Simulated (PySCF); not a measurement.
Induced dipoles and field energies

Compound: C4H9FO2Si.
Cartesian coordinates in Å at the GFN2-xTB level; atoms count from 1:
```xyz
17
C4H9FO2Si angstrom
F     -2.5701   -0.7890    2.0027
C     -1.9026    0.0681    1.1692
C     -1.8827   -0.4069   -0.2824
C     -0.3759   -0.5739   -0.0388
C      0.5491    0.2895   -0.8846
O      1.8801    0.1180   -0.5446
Si     2.5799    0.3396    0.9123
O     -0.5203   -0.0632    1.3006
H     -2.2802    1.0714    1.4036
H     -2.1496    0.3466   -1.0172
H     -2.4379   -1.3246   -0.4519
H     -0.0061   -1.6036   -0.0229
H      0.4321    0.0085   -1.9384
H      0.2606    1.3420   -0.7611
H      2.1453   -0.6423    1.9013
H      2.3159    1.6897    1.4146
H      3.9554    0.1422    0.4770
```

Level: CAM-B3LYP/def2-SVPD (PySCF); nuclei fixed, core orbitals frozen in the response. Permanent dipole (-1.351, 0.776, -2.187) D (1 au = 2.5417 D). Static polarisability (au):

```
x   90.12  1.63 -0.53
y    1.63 70.09  0.24
z   -0.53  0.24 75.56
```

Only the terms in μ and α are kept: μ(F) = μ + αF and ΔE = −μ·F − ½ F·αF.

(1) What do fields of 0.257 V/Å (0.005 au) along the six axis directions do?

(2) For the field (-0.0025, -0.0045, -0.0025) au, what is the induced dipole, and what angle does it make with the field?

(3) Which field along μ doubles the dipole in that direction (linear response)?

(4) What field makes μF equal to kT at 100 K?

(5) Induction energy −ᾱe²/2R⁴ of a unit charge at 9 Å, the molecule taken as a point?

Answers

(1) 
```csv
field along,induced x (D),induced y (D),induced z (D),total size (D),−μ·F (kJ/mol),−½F·αF (kJ/mol)
+x,1.145,0.021,-0.007,2.343,+6.978,-2.958
−x,-1.145,-0.021,0.007,3.399,-6.978,-2.958
+y,0.021,0.891,0.003,3.052,-4.008,-2.300
−y,-0.021,-0.891,-0.003,2.587,+4.008,-2.300
+z,-0.007,0.003,0.960,1.989,+11.295,-2.480
−z,0.007,-0.003,-0.960,3.509,-11.295,-2.480
```

(2) αF = (-0.588, -0.814, -0.480) D, at 6.1° to the field. The polarisability along this direction, F·αF/F², is 76.04 au, against a mean of 78.59 au.

(3) The polarisability along the dipole is 77.77 au, so F = 1.0564 au / 77.77 au = 0.0136 au = 0.70 V/Å; higher-order terms are ignored.

(4) kT = 0.3167 × 10⁻³ Eh, so F = 0.0003 au = 1.54 MV/cm.

(5) R = 17.01 bohr, so the energy is −78.6/(2 × 17.01⁴) Eh = -1.23 kJ/mol. The charge–dipole term at its most favourable orientation, −μe/R², is -9.59 kJ/mol.

Geometry: GFN2-xTB, one conformer, isolated molecule.

The run behind these numbers computed excited states as well. On Arm Neoverse V2, one thread (shared host), this took 54 s and 1.1 GiB of memory at its peak.
